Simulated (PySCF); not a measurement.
# Two-component Hartree-Fock for Re (rhenium, neutral)

Start: [Xe] 4f14 5d4 6s2 7s1; 5d5/2 filled at m_j = -1/2, +1/2, +3/2, +5/2; 7s1/2 filled at m_j = +1/2. Calculated with PySCF 2.14 in x2c-SVPall-2c with one added diffuse shell each of s, d type (8s9p10d2f, 99 functions): generalised Hartree-Fock with the X2C-1e Hamiltonian and a Gaussian nucleus; one run each with spin-orbit coupling (SO) switched off, then screened by Boettger's factors. This is a chosen level, not necessarily the ground level.

```csv
spinor shell,electrons,"ε, spin-free (eV)","ε, screened SO (eV)",weight of nominal j (screened SO),"rms radius, screened SO (bohr)"
1s1/2,2,-72069.6,-72046.2,1.000,0.0204
2s1/2,2,-12644.2,-12636.4,1.000,0.0824
2p1/2,2,-11040.9,-12070.6,1.000,0.0700
2p3/2,4,-11040.9,-10624.9,1.000,0.0775
3s1/2,2,-2995.5,-2992.5,1.000,0.210
3p1/2,2,-2514.6,-2740.4,1.000,0.202
3p3/2,4,-2514.6,-2421.0,1.000,0.217
3d3/2,4,-1962.6,-2001.4,1.000,0.192
3d5/2,6,-1962.6,-1933.3,1.000,0.196
4s1/2,2,-663.16,-661.79,1.000,0.468
4p1/2,2,-502.56,-555.16,1.000,0.476
4p3/2,4,-502.56,-479.89,1.000,0.509
4d3/2,4,-296.92,-304.32,1.000,0.532
4d5/2,6,-296.92,-290.21,1.000,0.543
5s1/2,2,-106.57,-105.83,1.000,1.11
5p1/2,2,-62.991,-70.674,0.963,1.27
4f5/2,6,-66.162,-66.653,0.991,0.637
5p3/2,4,-62.991,-58.849,0.970,1.31
5d5/2,4,-16.760,-15.015,0.618,2.06
6s1/2,2,-12.125,-14.223,0.498,2.58
7s1/2,1,-2.362,-2.343,0.998,8.73
```

**Question.** Where does 4f7/2 lie, and what is the 4f spin-orbit splitting (screened SO)?

**Answer.** At -64.144 eV, 2.509 eV above 4f5/2.

```json
{"quantity": "E (hartree)", "spin-free": "-16678.86566", "screened SO": "-16699.43235"}
{"quantity": "M_J", "spin-free": "9/2", "screened SO": "9/2"}
{"quantity": "⟨J²⟩", "spin-free": "28.368", "screened SO": "30.588"}
{"quantity": "⟨L²⟩", "spin-free": "9.613", "screened SO": "11.953"}
{"quantity": "⟨S²⟩", "spin-free": "8.755", "screened SO": "8.149"}
```

The determinant has a definite M_J but mixes levels of different J.

Each row is a mean over spinors that exchange with the open shell spreads, by up to 6.323 eV (5p3/2).

Rows whose weight is well below 1 are mixtures of j = l ± 1/2: exchange outweighs spin-orbit coupling there, and the label is only the starting occupation.

Breit and QED terms are absent; they matter most for the inner s and p1/2 levels.

Densities and radii are taken from the X2C orbitals without a picture-change correction, which distorts them close to the nucleus.

Without spin-orbit coupling the j labels of p, d and f shells carry no meaning; the spin-free column gives the mean over the occupied spinors of each nl shell, and its ⟨J²⟩ belongs to a mixture of degenerate components.
